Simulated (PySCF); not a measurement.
Energy of Zr⁻ (zirconium, charge -1) between two integer charges

The 4d alpha orbital of [Kr] 4d3 5s2 is emptied in steps (occupation f), with all orbitals relaxed, ending at [Kr] 4d2 5s2. Calculation: PySCF 2.14, in aug-cc-pVTZ-PP with ECP28MDF; a scalar-relativistic core potential. The exact energy is a straight line in f; departures are measured from the line between the end points of the same method.

```
   f  LDA (eV)  PBE (eV)
   1     0.000     0.000
0.75    -0.504    -0.472
 0.5    -0.710    -0.658
0.25    -0.555    -0.509
   0     0.000     0.000
```

```csv
method,E(f=0) − E(f=1) (eV),−ε at f=1 (eV),−ε at f=0.5 (eV)
LDA,0.972,-1.534,0.839
PBE,0.832,-1.533,0.732
```

Orbital energy along the path (eV):

| f | LDA | PBE |
| --- | --- | --- |
| 1 | 1.534 | 1.533 |
| 0.75 | 0.497 | 0.527 |
| 0.5 | -0.839 | -0.732 |
| 0.25 | -2.372 | -2.138 |
| 0 | -4.021 | -3.607 |

At f = 1 the orbital energy is positive for LDA, PBE: only the finite basis holds the electron.

Reference removal energy between the ground levels: 0.433 eV (measured; photodetachment measurements, as compiled on the Wikipedia data page of electron affinities). The calculation has no spin-orbit coupling. The determinant left behind need not be the lowest term of the ion.
